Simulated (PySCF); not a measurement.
# Bromine: a sound run and one with changed settings

Sound run: Br²⁺ [Ar] 3d10 4s2 4p3, Br³⁺ [Ar] 3d10 4s2 4p2. Calculation: PySCF 2.14, in 6-31G* (5s4p3d, 32 functions); no relativity, point nucleus. The sound run starts from symmetry-adapted Hartree-Fock orbitals and uses a fine grid where one is needed.

Changed run: radial step 0.5 in ln r (0.13 in the sound run). This setting is unsound on purpose.

| species | method | sound run (hartree) | changed run (hartree) | converged |
| --- | --- | --- | --- | --- |
| Br²⁺ | UHF | -2570.94546 | -2570.94546 | yes |
| Br²⁺ | BP86 | -2572.84060 | -2572.79032 | yes |
| Br²⁺ | MN15 | -2572.91825 | -2572.87274 | yes |
| Br³⁺ | UHF | -2569.66845 | -2569.66845 | yes |
| Br³⁺ | BP86 | -2571.53998 | -2571.48703 | yes |
| Br³⁺ | MN15 | -2571.61381 | -2571.56956 | yes |

Ionisation energy of Br²⁺:

```csv
method,sound run (eV),changed run (eV)
UHF,34.749,34.749
BP86,35.392,35.464
MN15,35.495,35.461
```

A coarse radial grid mis-integrates the density and the exchange-correlation energy, with errors of either sign; Hartree-Fock needs no grid.

For comparison, NIST gives 34.871 ± 0.019 eV between the lowest levels.
